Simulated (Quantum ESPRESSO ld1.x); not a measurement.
The numbers below are computed, except where a source is named.
Problem. Species: Se29+. Configuration: [He] 2s2 2p1 (the NIST ground configuration). Code: ld1.x of Quantum ESPRESSO 7.5. Model: scalar-relativistic Kohn-Sham, LDA (Slater exchange, Perdew-Zunger correlation), spin-polarised, spherical densities, point nucleus; open shells are filled with parallel spins first. Some entries of the table are withheld. Estimate them.

| orbital | occ. | eigenvalue (hartree) | <1/r> (bohr^-1) | <r> (bohr) |
|---|---|---|---|---|
| 1s up | 1 | -535.712 | (1) | 0.04394 |
| 1s down | 1 | -535.347 | (2) | 0.04392 |
| 2s up | 1 | -122.137 | 8.249 | (3) |
| 2s down | 1 | -121.543 | 8.223 | (4) |
| 2p up | 1 | -117.680 | 8.060 | 0.1563 |
| 2p down | 0 | -116.952 | 8.042 | 0.1568 |

Solution. 
(1) 1s up <1/r> (bohr^-1): 34.62
(2) 1s down <1/r> (bohr^-1): 34.64
(3) 2s up <r> (bohr): 0.1826
(4) 2s down <r> (bohr): 0.1830
